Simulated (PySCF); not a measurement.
Benzothiazole, C7H5NS.
Bonds: C1–C2 (aromatic), C2–C3 (aromatic), C3–C4 (aromatic), C4–S5 (aromatic), S5–C6 (aromatic), C6–N7 (aromatic), N7–C8 (aromatic), C8–C9 (aromatic), C1–C9 (aromatic), C4–C8 (aromatic). Hydrogens: H10 on C1; H11 on C2; H12 on C3; H13 on C6; H14 on C9.

The same species was optimised twice, with GFN2-xTB and with PBE0-D3(BJ)/def2-SVP (PySCF), and the same property calculations (PySCF, gas phase) were run on both structures.

```tsv
coordinate	GFN2-xTB	PBE0-D3(BJ)/def2-SVP	change
C6–N7 (Å)	1.272	1.287	+0.015
C3–C4 (Å)	1.385	1.397	+0.012
C1–C2 (Å)	1.394	1.405	+0.011
N7–C8 (Å)	1.366	1.377	+0.011
C8–C9 (Å)	1.392	1.402	+0.010
C1–C9 (Å)	1.378	1.386	+0.008
C2–C3 (Å)	1.381	1.389	+0.008
C4–S5 (Å)	1.739	1.736	-0.003
S5–C6 (Å)	1.752	1.749	-0.003
C4–C8 (Å)	1.414	1.417	+0.003
C6–N7–C8 (°)	111.7	110.6	-1.1
C4–C8–N7 (°)	114.3	115.1	+0.8
C4–S5–C6 (°)	87.8	88.5	+0.7
N7–C8–C9 (°)	126.1	125.5	-0.6
S5–C4–C8 (°)	109.5	109.1	-0.4
C3–C4–C8 (°)	121.3	121.6	+0.3
C1–C9–C8 (°)	118.8	119.0	+0.2
C3–C4–S5 (°)	129.2	129.4	+0.2
```

Rotational constants: A = 3214, B = 1353, C = 952.1 MHz (GFN2-xTB) against A = 3182, B = 1341, C = 943.4 MHz (PBE0-D3(BJ)/def2-SVP). Point groups within 0.08 Å: Cs and Cs.

On the GFN2-xTB structure: isotropic polarisability (au) 101.8 [CAM-B3LYP/def2-SVPD]; HOMO (eV) -8.14 [CAM-B3LYP/def2-SVPD]; LUMO (eV) -0.12 [CAM-B3LYP/def2-SVPD]; dipole (D) 1.34 [CAM-B3LYP/def2-SVPD]; HOMO (eV) -7.02 [PBE0/pcSseg-1]; LUMO (eV) -1.16 [PBE0/pcSseg-1]; dipole (D) 1.30 [PBE0/pcSseg-1]; GIAO shielding of C1 (ppm) 55.6 [PBE0/pcSseg-1]; GIAO shielding of C2 (ppm) 56.6 [PBE0/pcSseg-1]; GIAO shielding of C3 (ppm) 59.7 [PBE0/pcSseg-1]; GIAO shielding of C4 (ppm) 43.1 [PBE0/pcSseg-1]; GIAO shielding of S5 (ppm) 266.4 [PBE0/pcSseg-1]; GIAO shielding of C6 (ppm) 30.6 [PBE0/pcSseg-1]; GIAO shielding of N7 (ppm) -86.0 [PBE0/pcSseg-1]; GIAO shielding of C8 (ppm) 30.8 [PBE0/pcSseg-1].

Task: What do these properties become on the PBE0-D3(BJ)/def2-SVP structure?

Result: 
| property | level | on GFN2-xTB | on PBE0-D3(BJ)/def2-SVP | change |
| --- | --- | --- | --- | --- |
| isotropic polarisability (au) | CAM-B3LYP/def2-SVPD | 101.8 | 103.2 | +1.4 |
| HOMO (eV) | CAM-B3LYP/def2-SVPD | -8.14 | -8.13 | +0.01 |
| LUMO (eV) | CAM-B3LYP/def2-SVPD | -0.12 | -0.16 | -0.04 |
| dipole (D) | CAM-B3LYP/def2-SVPD | 1.34 | 1.39 | +0.05 |
| energy, GFN2-xTB geometry as zero (kcal/mol) | CAM-B3LYP/def2-SVPD | 0.0 | -0.8 | -0.8 |
| HOMO (eV) | PBE0/pcSseg-1 | -7.02 | -7.00 | +0.02 |
| LUMO (eV) | PBE0/pcSseg-1 | -1.16 | -1.21 | -0.05 |
| dipole (D) | PBE0/pcSseg-1 | 1.30 | 1.36 | +0.06 |
| energy, GFN2-xTB geometry as zero (kcal/mol) | PBE0/pcSseg-1 | 0.0 | -0.4 | -0.4 |
| GIAO shielding of C1 (ppm) | PBE0/pcSseg-1 | 55.6 | 53.2 | -2.4 |
| GIAO shielding of C2 (ppm) | PBE0/pcSseg-1 | 56.6 | 53.7 | -2.9 |
| GIAO shielding of C3 (ppm) | PBE0/pcSseg-1 | 59.7 | 57.7 | -2.0 |
| GIAO shielding of C4 (ppm) | PBE0/pcSseg-1 | 43.1 | 43.4 | +0.3 |
| GIAO shielding of S5 (ppm) | PBE0/pcSseg-1 | 266.4 | 262.5 | -3.9 |
| GIAO shielding of C6 (ppm) | PBE0/pcSseg-1 | 30.6 | 27.0 | -3.6 |
| GIAO shielding of N7 (ppm) | PBE0/pcSseg-1 | -86.0 | -92.4 | -6.4 |
| GIAO shielding of C8 (ppm) | PBE0/pcSseg-1 | 30.8 | 28.1 | -2.7 |

The heavy atoms differ by 0.012 Å rms after alignment. Among bonds between heavy atoms C6–N7 changes most (+0.015 Å). Changes are differences of the printed values. Neither structure is proved a minimum here.
